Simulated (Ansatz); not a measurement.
The cluster K₂Se (the lowest singlet isomer of a short search) was relaxed with r2SCAN-D4 (def2-TZVP) in Ansatz in these states: neutral quintet, neutral singlet, neutral triplet. The geometries follow in no particular order.

A:

```xyz
3

K     1.239    2.429   -0.680
K    -1.244   -2.286    1.059
Se    0.006   -0.143   -0.379
```

B:

```xyz
3

K    -2.811   -2.118   -2.246
K     2.982    1.933    2.192
Se   -0.171    0.185    0.055
```

C:

Cartesian coordinates in Å:
```
K 2.097 -0.381 -0.593
K -1.687 -1.152 0.848
Se -0.410 1.533 -0.256
```

Problem. Judge from the bond lengths which geometry belongs to which state (an estimate).

Solution. A is the neutral singlet (K1–Se3 2.868 Å, K2–Se3 2.868 Å); B is the neutral quintet (K1–Se3 4.191 Å, K2–Se3 4.191 Å); C is the neutral triplet (K1–Se3 3.172 Å, K2–Se3 3.172 Å).
